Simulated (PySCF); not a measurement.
# Cr²⁺ (chromium, charge +2) across methods

[Ar] 3d3 4s1, high-spin 5F determinant (an excited configuration). All numbers are calculated (PySCF 2.14, no relativity, point nucleus, in aug-cc-pVDZ).

| method | E (hartree) | mean ε 3p β (eV) | mean ε 3d α (eV) | mean ε 4s α (eV) | Σ⟨r²⟩ (bohr²) | ⟨S²⟩ |
| --- | --- | --- | --- | --- | --- | --- |
| LDA | -1041.014 | -71.227 | -31.033 | -21.551 | 21.69 | 6.000 |
| CAM-B3LYP | -1043.369 | -75.486 | -35.007 | -23.326 | 21.69 | 6.001 |
| r2SCAN | -1043.297 | -72.082 | -31.771 | -21.461 | 21.70 | 6.001 |
| PBE0 | -1043.114 | -74.096 | -33.586 | -22.032 | 21.71 | 6.001 |
| UHF | -1042.34802 | -81.387 | -40.511 | -23.928 | 21.93 | 6.002 |
| wB97M-V | -1043.265 | -76.671 | -35.949 | -23.932 | 21.78 | 6.000 |

Problem. Estimate the same row for PBE.

Solution. E (hartree) = -1043.064; mean ε 3p β (eV) = -71.148; mean ε 3d α (eV) = -31.013; mean ε 4s α (eV) = -21.260; Σ⟨r²⟩ (bohr²) = 21.71; ⟨S²⟩ = 6.000.
